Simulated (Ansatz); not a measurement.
`[F][Ge]([F])([F])[SH]`. Charge 0, multiplicity 1. Correlated methods include outer-core shells of Ge, which these sets cover unevenly. Scalar relativity is left out up to krypton.

```
atom   x (Å)   y (Å)   z (Å)
  F1   1.328  -1.232  -0.218
 Ge2   0.405   0.198  -0.076
  F3   1.395   1.371   0.666
  F4   0.145   0.702  -1.687
  S5  -1.413  -0.043   1.077
  H6  -1.861  -0.996   0.238
```

(1) Give the diagnostics of a CCSD(T)/def2-TZVPP run (frozen core, the Gaussian-basis code of Ansatz). (An estimate is asked.)

Answers

(1) Ansatz gave: T1 = 0.0124, largest single amplitude 0.023, largest double 0.043, (T) share of the correlation energy 3.3 %, 9 CCSD cycles. The RHF solution is stable towards an unrestricted one. T1 lies under the customary mark of 0.02 for closed shells.
